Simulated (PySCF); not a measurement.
PbSe: frontier orbitals

PBE at R = 2.424 Å; Pb def2-SVP with ECP60, Se def2-SVP; scalar-relativistic core potentials (PySCF 2.14). State: ¹Σ⁺ (singlet), closed shell. Only the outer orbitals are listed, counted within each symmetry, core potentials removing the inner ones.

| orbital | occ. | ε (eV) | on Pb (%) | main shells (%) |
| --- | --- | --- | --- | --- |
| 10σ | 2 | -15.98 | 23 | 76 Se s, 17 Pb s |
| 11σ | 2 | -11.89 | 75 | 74 Pb s, 18 Se s |
| 12σ | 2 | -6.09 | 41 | 57 Se p, 34 Pb p |
| 6π | 2 | -5.76 | 25 | 75 Se p, 24 Pb p |
| 6π | 2 | -5.76 | 25 | 75 Se p, 24 Pb p |
| 7π | 0 | -3.02 | 76 | 76 Pb p, 23 Se p |
| 7π | 0 | -3.02 | 76 | 76 Pb p, 23 Se p |
| 13σ | 0 | -0.24 | 81 | 78 Pb p, 25 Se p |

Problem. Which are the highest filled and the lowest empty level, where do they sit, and how wide is the gap?

Solution. Highest filled 6π at -5.76 eV (in %: 75 Se p, 24 Pb p); lowest empty 7π at -3.02 eV (in %: 76 Pb p, 23 Se p); the gap at PBE is 2.74 eV.

The bond order (Mayer) is 2.40 and the ⟨S²⟩ is 0.000. The charge on Pb (Mulliken, basis-dependent) is 0.29, the charge on Pb (Löwdin, basis-dependent) is 0.15 and the dipole moment (positive dipole means Pb(−)Se(+)) is -3.22 D. The polarisability along the bond is 99.4 bohr³ and the polarisability across the bond is 37.2 bohr³.

These are scalar-relativistic numbers at best; spin–orbit coupling would shift them, the dissociation energy most.
